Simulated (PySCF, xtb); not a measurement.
C₄H₅NSi, SMILES C#C[SiH](N)C#C. The values are those of a single conformer.

Harmonic wavenumbers (cm⁻¹) from GFN2-xTB in xtb at its own minimum, in rising order: 79, 129, 130, 177, 217, 268, 297, 322, 499, 593, 607, 655, 672, 679, 681, 688, 715, 827, 902, 1527, 2207, 2217, 2220, 3350, 3352, 3482, 3516.

### Question
What does PySCF with PBE0-D3(BJ)/def2-SVP give at its own minimum? (Estimate from the structure and the level; the computed values follow.)

### Answer
92, 134, 149, 193, 244, 335, 398, 407, 431, 592, 662, 736, 740, 743, 745, 753, 839, 881, 916, 1542, 2162, 2172, 2265, 3474, 3475, 3607, 3708. Paired by order, the mean absolute difference is 63 cm⁻¹ and the zero-point energies are 44.3 and 46.3 kcal/mol.
